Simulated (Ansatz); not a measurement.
CH5B (SMILES BC) moved off its minimum; all values from Ansatz (a quantum-chemistry and plane-wave program), cores frozen in correlated methods.
(charge 0, multiplicity 1)
```xyz
7

B     -0.5266    -0.7268     0.1222
H     -0.0327    -1.7774     0.6308
H     -1.4636    -0.8132    -0.4761
C      0.4796     0.5425    -0.0320
H      0.0571     1.0406     0.4596
H      0.0051     0.9130    -1.1598
H      1.2546     0.7688     0.0859
```

| level | largest force (eV/Å) | on atom | rms difference from CCSD(T)/cc-pVTZ (eV/Å) | dipole (D) |
|---|---|---|---|---|
| HF/def2-TZVPP | 28.57 | C4 | 0.219 | 0.86 |
| PBE/def2-TZVPP | 28.52 | C4 | 0.157 | 0.91 |
| r2SCAN/def2-TZVPP | 28.47 | C4 | 0.093 | 0.91 |
| B3LYP/def2-TZVPP | 28.14 | C4 | 0.123 | 0.87 |
| wB97M-V/def2-TZVPP | 28.34 | C4 | 0.090 | 0.88 |
| MP2/cc-pVTZ | 28.59 | C4 | 0.094 | 0.85 |
| CCSD(T)/cc-pVTZ | 28.38 | C4 | 0.000 | 0.84 |

The differences count from one level among others, with limits of its own. Forces at CCSD(T)/cc-pVTZ (eV/Å):

| atom | Fx | Fy | Fz |
|---|---|---|---|
| B1 | 5.552 | -1.633 | 0.692 |
| H2 | -0.995 | 1.019 | -0.098 |
| H3 | -2.223 | 0.367 | -0.640 |
| C4 | -13.708 | -17.027 | -18.106 |
| H5 | -11.612 | 13.836 | 12.762 |
| H6 | 1.874 | -0.589 | 2.828 |
| H7 | 21.113 | 4.028 | 2.563 |
